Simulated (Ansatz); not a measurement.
Consider the redistribution: `[F][Na]` + `N[Si](N)(Cl)Cl` → `[Na][Cl]` + `N[Si](N)(F)Cl`.

Program: Ansatz. Geometries: PBE0-D4/def2-TZVP. ΔE: electronic, gas phase. CCSD(T)/CBS is the MP2 limit (def2-TZVPP, def2-QZVPP) plus CCSD(T) − MP2 in def2-TZVPP, frozen cores. DFT in def2-TZVPP. B3LYP here is the variant with VWN-RPA as its local correlation; programs differ in this. HSE06 is defined as in plane-wave codes. For Na outer-core shells are correlated without core-valence functions, which leaves a few kJ/mol of doubt a bond. One conformer a species, not always the lowest.

| level | ΔE (kJ/mol) | difference from CCSD(T)/CBS |
| --- | --- | --- |
| LDA (SPW92) | -117.0 | 9.2 |
| PBE-D4 | -109.1 | 17.1 |
| revPBE-D4 | -104.6 | 21.6 |
| BLYP-D4 | -111.4 | 14.8 |
| r2SCAN-D4 | -127.8 | -1.6 |
| B97M-V | -132.6 | -6.4 |
| PBE0-D4 | -122.2 | 4.0 |
| B3LYP-D4 | -123.1 | 3.1 |
| r2SCANh-D4 | -130.6 | -4.4 |
| r2SCAN0-D4 | -134.5 | -8.3 |
| HSE06-D4 | -122.6 | 3.6 |
| BHLYP-D4 | -137.5 | -11.3 |
| CAM-B3LYP-D4 | -128.8 | -2.6 |
| ωB97X-V | -125.8 | 0.4 |
| ωB97M-V | -127.2 | -1.0 |
| PBE-QIDH | -129.9 | -3.7 |
| PBE | -113.3 | 12.9 |
| revPBE | -113.3 | 12.9 |
| BLYP | -120.2 | 6.0 |
| r2SCAN | -128.8 | -2.6 |
| PBE0 | -126.0 | 0.2 |
| B3LYP | -130.1 | -3.9 |
| r2SCANh | -131.7 | -5.5 |
| r2SCAN0 | -135.8 | -9.6 |
| BHLYP | -143.6 | -17.4 |
| CAM-B3LYP | -132.8 | -6.6 |
| LC-ωPBE | -122.0 | 4.2 |
| RPA@PBE/def2-TZVPP | -129.0 | -2.8 |
| HF/def2-SVP | -156.8 | -30.6 |
| MP2/def2-SVP | -120.8 | 5.4 |
| CCSD(T)/def2-SVP | -122.8 | 3.4 |
| HF/def2-TZVPP | -164.8 | -38.6 |
| MP2/def2-TZVPP | -123.4 | 2.8 |
| SCS-MP2/def2-TZVPP | -128.0 | -1.8 |
| CCSD/def2-TZVPP | -136.0 | -9.8 |
| HF/def2-QZVPP | -165.7 | -39.5 |
| MP2/def2-QZVPP | -120.9 | 5.3 |
| SCS-MP2/def2-QZVPP | -126.2 | 0.0 |
| HF/CBS(def2) | -165.9 | -39.7 |
| CCSD/CBS(def2) | -131.0 | -4.8 |
| CCSD(T)/CBS | -126.2 | 0 |

Largest T1 diagnostic among the species: 0.013.

In def2-TZVPP, CCSD(T) changes the Hartree–Fock value by +33.7 kJ/mol (the triples alone add +4.9 kJ/mol) and MP2 by +41.4 kJ/mol. From PBE to PBE0 (25 % exact exchange), in def2-TZVPP and without D4, ΔE moves by −12.7 kJ/mol. At CCSD(T), def2-SVP lies +3.4 kJ/mol from the extrapolated value and def2-TZVPP −5.0 kJ/mol.
